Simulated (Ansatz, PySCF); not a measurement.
Donor–acceptor adduct: C3H9Ga (SMILES [CH3][Ga]([CH3])[CH3]) (first 13 atoms) with C2H6S (SMILES CSC); geometry from B3LYP-D3(BJ)/def2-TZVP.
(charge 0, multiplicity 1):
```xyz
22

C     -1.510     0.330     0.532
Ga     0.310    -0.268     1.133
C      1.819     1.039     0.966
C      0.705    -2.231     1.091
H     -1.546     0.301    -0.561
H     -1.738     1.356     0.830
H     -2.310    -0.321     0.893
H      2.179     1.061    -0.066
H      2.664     0.764     1.601
H      1.512     2.055     1.223
H      0.953    -2.537     0.071
H      1.556    -2.486     1.725
H     -0.153    -2.828     1.407
C     -0.615     1.625     3.881
S      0.007    -0.066     3.711
C     -1.514    -1.009     3.982
H     -0.956     1.798     4.901
H      0.216     2.290     3.659
H     -1.422     1.804     3.173
H     -1.866    -0.866     5.002
H     -1.266    -2.057     3.827
H     -2.278    -0.708     3.268
```

Basis-set superposition error: the interaction energy with monomers in their own basis, and in the dimer's basis (counterpoise).

The values were computed with Ansatz (a program for electronic structure) with Gaussian orbitals; PySCF for 6-31G* rows, M06-2X. Each number belongs to the level named beside it.

| level | uncorrected (kcal/mol) | counterpoise (kcal/mol) | difference |
|---|---|---|---|
| HF/6-31G* | -8.11 | -7.15 | 0.96 |
| HF/def2-TZVPPD | -8.24 | -7.99 | 0.25 |
| B3LYP/6-31G* | -10.64 | -9.10 | 1.54 |
| B3LYP/def2-TZVPPD | -10.23 | -9.90 | 0.34 |
| M06-2X/def2-TZVPPD | -17.91 | -17.55 | 0.36 |
| CAM-B3LYP/def2-TZVPPD | -12.87 | -12.52 | 0.35 |
| B2PLYP/def2-TZVPPD | -13.71 | -12.95 | 0.76 |
| MP2/6-31G* | -16.43 | -11.91 | 4.52 |
| MP2/def2-SVPD | -21.75 | -15.23 | 6.53 |
| SCS-MP2/def2-SVPD | -19.59 | -13.03 | 6.56 |

The error is largest for SCS-MP2/def2-SVPD (6.56 kcal/mol) and smallest for HF/def2-TZVPPD (0.25 kcal/mol).
